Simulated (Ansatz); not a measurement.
Mulliken charges of `B[O][Al]1[BH][SiH2]1` from PBE/def2-TZVPP in Ansatz (PBE0-D4/def2-TZVP geometry).

```
atom   x (Å)   y (Å)   z (Å)  charge (e)
  B1  -1.241   1.789   1.599       0.067
  O2  -1.277   0.903   0.590      -0.187
 Al3  -0.549  -0.220  -0.436       0.114
  B4   0.022  -1.574  -1.780       0.084
 Si5   1.616  -1.277  -0.878      -0.053
  H6  -2.252   2.360   1.906      -0.014
  H7  -0.205   1.998   2.177      -0.012
  H8  -0.378  -2.236  -2.677       0.053
  H9   3.065  -1.575  -0.707      -0.017
 H10   1.283  -0.219   0.210      -0.035
```

Q: By hand: the dipole of these point charges (1 e Å = 4.8032 D).

A: Σ q r = (-0.074, -0.280, -0.346) e Å, of length 0.451 e Å = 2.17 D.

Q: How does the dipole of the full density compare? (Best estimate.)

A: Computed: (0.155, 0.043, 0.104) e Å, 0.92 D; the point charges give 2.36 times that, at 134° from its direction, so they point the opposite way.

Point charges leave out the atoms' own dipoles, such as those of lone pairs, and Mulliken's split depends on the basis, so the two needn't agree.
